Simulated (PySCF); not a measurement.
C7H4O2.
Structure used (GFN2-xTB), in Å, numbered top down from 1:
```xyz
13
C7H4O2 angstrom
C      3.046    0.940   -0.144
C      1.895    0.600   -0.109
C      0.542    0.203   -0.072
C      0.058   -0.661    0.865
C     -1.314   -1.021    0.849
C     -2.102   -0.487   -0.108
O     -1.658    0.359   -1.037
C     -0.339    0.764   -1.097
O     -0.022    1.530   -1.969
H      4.050    1.241   -0.181
H      0.715   -1.072    1.617
H     -1.716   -1.701    1.580
H     -3.158   -0.694   -0.211
```

The closed-shell ground state was solved at several levels (PySCF, density fitting, gas phase, non-relativistic).

```csv
level,basis functions,HOMO (eV),LUMO (eV),gap (eV),dipole (D)
wB97X-D/def2-SVPD,218,-8.60,-0.63,7.97,4.82
PBE0/pcSseg-1,173,-6.88,-2.29,4.59,4.71
```

Estimate the row for PBE0/def2-SVPD, a basis of 218 functions; the other rows only guide the guess.

HOMO -6.91 eV, LUMO -2.33 eV, gap 4.58 eV, dipole 4.74 D.

How far do the dipole and the HOMO energy spread over the levels?

The dipole runs from 4.71 to 4.82 D (mean 4.76 D) and the HOMO from -8.60 to -6.88 eV.
